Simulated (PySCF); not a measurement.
## Steps of a relaxation of DyF3(H2O)

DyF3(H2O) (singlet in the valence; each metal's 4f electrons, 9 of them, lie in its core potential, out of spins and levels). PySCF 2.14.0, RKS B3LYP, Dy lcecp-1-SVP with ECP55, F def2-SVP, O def2-SVP, H def2-SVP; non-relativistic Hamiltonian with scalar-relativistic core potentials where named; density fitting; no spin-orbit coupling. Origin of the start: template. Columns: position (Å) and force (eV/Å). Energies are counted from the last step; some of the 8 steps are shown. Forces carry noise of the integration grid, about 0.01 to 0.03 eV/Å.

Run from Python with OMP_NUM_THREADS=2. Where DIIS fails, smearing, a level shift and second-order steps follow.
It took 30 s on 2 threads of Arm Neoverse V2, with other jobs on the host, from the converged density of the start.

```xyz
7
step 0  E = 0.217 eV
Dy    0.0135   -0.0135    0.0135     1.02   -1.01    1.01
F     1.2188    1.1918    1.2188    -0.80   -0.50   -0.77
F    -1.1918   -1.2188    1.2188     0.54    0.78   -0.78
F     1.2188   -1.2188   -1.1918    -0.80    0.77    0.50
O    -1.3996    1.3996   -1.3996    -0.04    0.06   -0.06
H    -1.7402    2.2847   -1.1957     0.05    0.00    0.09
H    -1.7402    1.1957   -2.2847     0.05   -0.09    0.00
```

```xyz
7
step 2  E = 0.043 eV
Dy    0.0481   -0.0452    0.0452     0.12   -0.10    0.10
F     1.1570    1.2190    1.1701     0.01    0.20    0.03
F    -1.2073   -1.1656    1.1656    -0.19   -0.03    0.03
F     1.1570   -1.1701   -1.2190     0.01   -0.03   -0.20
O    -1.3623    1.3731   -1.3731     0.02   -0.01    0.01
H    -1.7065    2.2529   -1.1562     0.01   -0.01    0.02
H    -1.7065    1.1562   -2.2529     0.01   -0.02    0.01
```

```xyz
7
step 5  E = 0.001 eV
Dy    0.0929   -0.0848    0.0848    -0.05    0.06   -0.06
F     1.1015    1.3368    1.1375    -0.01   -0.01   -0.01
F    -1.3040   -1.1288    1.1288     0.00    0.00    0.00
F     1.1015   -1.1375   -1.3368    -0.01    0.01    0.01
O    -1.3002    1.3303   -1.3303     0.04   -0.04    0.04
H    -1.6560    2.2023   -1.1020     0.01   -0.01    0.01
H    -1.6560    1.1020   -2.2023     0.01   -0.01    0.01
```

Question: Where does the relaxation end?

Answer: It converges at step 7 in Cs:
```xyz
7
step 7  E = 0
Dy    0.0865   -0.0822    0.0822
F     1.0886    1.3480    1.1294
F    -1.3059   -1.1293    1.1293
F     1.0886   -1.1294   -1.3480
O    -1.2932    1.3213   -1.3213
H    -1.6425    2.1965   -1.0955
H    -1.6425    1.0955   -2.1965
```

Question: How did the contacts change?

Answer: 
| contact | start (Å) | end (Å) |
| --- | --- | --- |
| Dy1–F2 (F) | 2.088 | 2.036 |
| Dy1–F3 (F) | 2.088 | 2.033 |
| Dy1–F4 (F) | 2.088 | 2.036 |
| Dy1–O5 (H2O) | 2.448 | 2.417 |


An lcecp potential fixes the number of 4f electrons, so in runs with it no electron can move into or out of that shell.
